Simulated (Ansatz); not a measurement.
The cluster B₂O₃. The state is a quintet with charge 0. Geometry PBE-D4/def2-SVP; atoms count from 1.

```xyz
5

B     0.992   -0.472   -0.879
B    -1.285    0.508    0.270
O    -0.933    1.471    1.153
O    -0.190    0.023   -0.394
O     1.415   -1.530   -0.150
```

At PBE0-D4/def2-TZVP a singlet of charge 0 lies 8.34 eV below the quintet, each at its own geometry. The structure comes from a short search, and lower isomers may exist.

**Question.** Estimate the Mulliken populations from the PBE0/def2-TZVP orbitals of Ansatz.

**Answer.** 
```tsv
atom	charge (e)	spin (α − β)
B1	0.19	0.86
B2	0.19	0.86
O3	-0.10	0.97
O4	-0.17	0.34
O5	-0.10	0.97
```
Mulliken values and Mayer orders depend strongly on the basis.

**Question.** Where does the spin sit?

**Answer.** Summed by element: B 1.71, O 2.29, of 4 unpaired in all. Largest on single atoms: O5 0.97, O3 0.97, B2 0.86.

**Question.** And the Mayer bond orders between bonded heavy atoms (over 0.3)?

**Answer.** B1–O4 1.28 (1.37 Å); B1–O5 1.38 (1.35 Å); B2–O3 1.38 (1.35 Å); B2–O4 1.28 (1.37 Å).
